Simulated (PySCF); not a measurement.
# Field gradients at the hydrogen positions

Compound: C11H12.
SMILES with atom numbers: `[CH3:1][C:2]#[C:3][CH2:4][c:5]1[cH:6][cH:7][cH:8][cH:9][c:10]1[CH3:11]` (hydrogens: H12, H13, H14 on C1; H15, H16 on C4; H17 on C6; H18 on C7; H19 on C8; H20 on C9; H21, H22, H23 on C11)

Cartesian coordinates in Å at the GFN2-xTB level; atoms count from 1:
```xyz
23
C11H12 angstrom
C      3.424    1.501    1.363
C      2.460    1.094    0.362
C      1.670    0.766   -0.477
C      0.696    0.335   -1.467
C     -0.379   -0.504   -0.821
C     -0.394   -1.877   -1.022
C     -1.361   -2.673   -0.435
C     -2.328   -2.094    0.366
C     -2.314   -0.727    0.577
C     -1.349    0.083   -0.006
C     -1.364    1.563    0.234
H      3.836    0.623    1.860
H      2.945    2.136    2.109
H      4.237    2.057    0.896
H      1.210   -0.248   -2.237
H      0.256    1.218   -1.942
H      0.364   -2.329   -1.647
H     -1.359   -3.740   -0.604
H     -3.090   -2.704    0.828
H     -3.068   -0.277    1.208
H     -1.600    2.097   -0.688
H     -0.388    1.904    0.577
H     -2.111    1.822    0.979
```

Level: PBE0/pcSseg-1 (PySCF, non-relativistic); Q(2H) = 0.00286 b; rigid geometry, the same for H and D, with no vibrational averaging.

Question: Rank these positions by the coupling χzz of a deuteron there, largest first.
A. H23 (methyl hydrogen)
B. H19 (aromatic hydrogen)
C. H15 (methylene hydrogen)
D. H12 (methyl hydrogen)

Answer: B (220 kHz), A (212 kHz), D (207 kHz), C (201 kHz).

Question: Give the electric field gradient Vzz (the principal value of largest size), its asymmetry and the 2H coupling at each hydrogen.

Answer: 
```tsv
atom	bonded to	bond length (Å)	Vzz (au)	η	χzz (kHz)
H12	C1	1.090	0.3086	0.02	207
H13	C1	1.090	0.3085	0.02	207
H14	C1	1.090	0.3086	0.02	207
H15	C4	1.094	0.2985	0.02	201
H16	C4	1.094	0.2978	0.01	200
H17	C6	1.081	0.3248	0.07	218
H18	C7	1.080	0.3283	0.06	221
H19	C8	1.080	0.3281	0.06	220
H20	C9	1.081	0.3258	0.07	219
H21	C11	1.091	0.3102	0.03	208
H22	C11	1.089	0.3053	0.02	205
H23	C11	1.087	0.3149	0.04	212
```

Question: How does χzz go with the bond length over the 12 C–H bonds?

Answer: A straight-line fit has a slope of -13.7 kHz for each 0.01 Å, with a correlation coefficient of -0.98, over lengths from 1.080 to 1.094 Å. The longer bonds have the smaller couplings here.

Geometry: GFN2-xTB, one conformer, isolated molecule. GFN2-xTB frequencies show an imaginary mode (21i cm⁻¹), so this geometry is no minimum at that level. GFN2-xTB bond lengths can be off by several hundredths of an ångström, more for odd bonds, and the gradients follow them. With a basis this small, the couplings can be 20 % off.
